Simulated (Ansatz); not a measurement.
Geometry optimisation, RKS PBE-D4/def2-SVP in Ansatz.

Input file:

```yaml
crystal:
  periodic: [false, false, false]
  atoms:
    - { symbol: Ga, position_ang: [-0.02823, 0.567516, -0.229361] }
    - { symbol: H, position_ang: [-0.127888, -0.184391, 2.435676] }
    - { symbol: O, position_ang: [1.569905, -0.168708, -0.619329] }
    - { symbol: H, position_ang: [1.503039, -0.94791, -1.20034] }
    - { symbol: O, position_ang: [-1.646442, -0.079577, -0.670241] }
    - { symbol: H, position_ang: [-1.598519, -0.995463, -1.005723] }
    - { symbol: O, position_ang: [-0.026724, 2.11004, 0.685634] }
    - { symbol: H, position_ang: [0.895292, 2.386598, 0.849643] }
    - { symbol: H, position_ang: [-0.116934, 0.503895, 2.208942] }
basis:
  gaussian: { orbitals: def2-SVP }
hamiltonian:
  xc: pbe
  dispersion: d4
relax:
  f_tol: 0.03
  max_steps: 50
```

Launched with:

```bash
$ ansatz run input.yaml --threads 2 --pin off --max-ram 3072MiB --backend cpu --events-out ev --progress --plain --runs-dir out
```

Where does it end, and by what steps?

The forces met the threshold. The force dipped under the threshold on the way, but the program's further checks kept it going. After 15 steps the energy has fallen by 0.077 eV; H2 moved furthest, 0.73 Å.

```json
{"step": "0", "energy less start (eV)": "0.0000", "largest force component (eV/Å)": "1.833", "accepted": "yes"}
{"step": "1", "energy less start (eV)": "-0.0687", "largest force component (eV/Å)": "0.142", "accepted": "yes"}
{"step": "2", "energy less start (eV)": "-0.0715", "largest force component (eV/Å)": "0.121", "accepted": "yes"}
{"step": "3", "energy less start (eV)": "-0.0728", "largest force component (eV/Å)": "0.081", "accepted": "yes"}
{"step": "4", "energy less start (eV)": "-0.0736", "largest force component (eV/Å)": "0.051", "accepted": "yes"}
{"step": "5", "energy less start (eV)": "-0.0744", "largest force component (eV/Å)": "0.099", "accepted": "yes"}
{"step": "6", "energy less start (eV)": "-0.0748", "largest force component (eV/Å)": "0.117", "accepted": "yes"}
{"step": "7", "energy less start (eV)": "-0.0754", "largest force component (eV/Å)": "0.125", "accepted": "yes"}
{"step": "8", "energy less start (eV)": "-0.0757", "largest force component (eV/Å)": "0.092", "accepted": "yes"}
{"step": "9", "energy less start (eV)": "-0.0762", "largest force component (eV/Å)": "0.074", "accepted": "yes"}
{"step": "10", "energy less start (eV)": "-0.0764", "largest force component (eV/Å)": "0.032", "accepted": "yes"}
{"step": "11", "energy less start (eV)": "-0.0765", "largest force component (eV/Å)": "0.024", "accepted": "yes"}
{"step": "12", "energy less start (eV)": "-0.0767", "largest force component (eV/Å)": "0.033", "accepted": "yes"}
{"step": "13", "energy less start (eV)": "-0.0767", "largest force component (eV/Å)": "0.030", "accepted": "yes"}
{"step": "14", "energy less start (eV)": "-0.0768", "largest force component (eV/Å)": "0.025", "accepted": "yes"}
{"step": "15", "energy less start (eV)": "-0.0769", "largest force component (eV/Å)": "0.026", "accepted": "yes"}
```

```xyz
9
Properties=species:S:1:pos:R:3
Ga -0.054 0.527 -0.375
H -0.008 -0.005 3.138
O 1.553 -0.164 -0.811
H 1.481 -0.978 -1.343
O -1.657 -0.102 -0.880
H -1.584 -0.913 -1.416
O -0.072 2.000 0.651
H 0.842 2.263 0.870
H -0.076 0.565 2.621
```

Whether the end is a true minimum wasn't checked by a vibrational analysis.

The run took 26 s on 2 threads of Arm Neoverse V1, on a shared host, peak memory 0.14 GiB.
